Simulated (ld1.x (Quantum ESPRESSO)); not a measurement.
**u(r) = r·R(r): atom against pseudo-atom (oxygen (O))**

Columns: radius, all-electron u(r) and pseudo u(r) of the 2s shell (level -24.46 eV) of oxygen in the configuration [He] 2s1 2p5; revPBE, scalar-relativistic, TM scheme, ld1.x (Quantum ESPRESSO) 7.5.

| r (bohr) | all-electron | pseudo |
| --- | --- | --- |
| 0.072 | 0.3952 | -0.0732 |
| 0.145 | 0.3792 | -0.1507 |
| 0.217 | 0.1931 | -0.2337 |
| 0.290 | -0.0479 | -0.3275 |
| 0.362 | -0.2806 | -0.4309 |
| 0.435 | -0.4863 | -0.5452 |
| 0.507 | -0.6509 | -0.6612 |
| 0.580 | -0.7778 | -0.7712 |
| 0.652 | -0.8666 | -0.8601 |
| 0.725 | -0.9244 | -0.9221 |
| 0.798 | -0.9553 | -0.9551 |
| 0.870 | -0.9646 | -0.9646 |
| 0.942 | -0.9572 | -0.9572 |
| 1.015 | -0.9370 | -0.9370 |
| 1.088 | -0.9072 | -0.9072 |
| 1.160 | -0.8711 | -0.8711 |
| 1.232 | -0.8307 | -0.8307 |
| 1.305 | -0.7869 | -0.7869 |
| 1.378 | -0.7417 | -0.7417 |
| 1.450 | -0.6968 | -0.6968 |
| 1.522 | -0.6523 | -0.6523 |
| 1.595 | -0.6082 | -0.6082 |
| 1.668 | -0.5656 | -0.5656 |
| 1.740 | -0.5253 | -0.5253 |
| 1.812 | -0.4868 | -0.4868 |
| 1.885 | -0.4499 | -0.4499 |

Question: How many radial nodes do the two functions have?

Answer: The all-electron 2s function has n − l − 1 = 1; the pseudo-wave has 0, since the states of the same l below it are removed with the core.

Question: At about which radius was the pseudo-wave matched?

Answer: 0.90 bohr. The columns agree to 0.0005 from 0.80 bohr on; several derivatives are matched, so the curves merge somewhat inside the radius.

Question: Where does each function peak?

Answer: Outermost all-electron maximum near 0.87 bohr, pseudo maximum near 0.87 bohr (to the table’s step).

Question: Is the pseudo-wave norm-conserving?

Answer: Yes: the TM scheme keeps the norm inside the radius equal to the all-electron one, which fixes the energy derivative of the logarithmic derivative at the level.
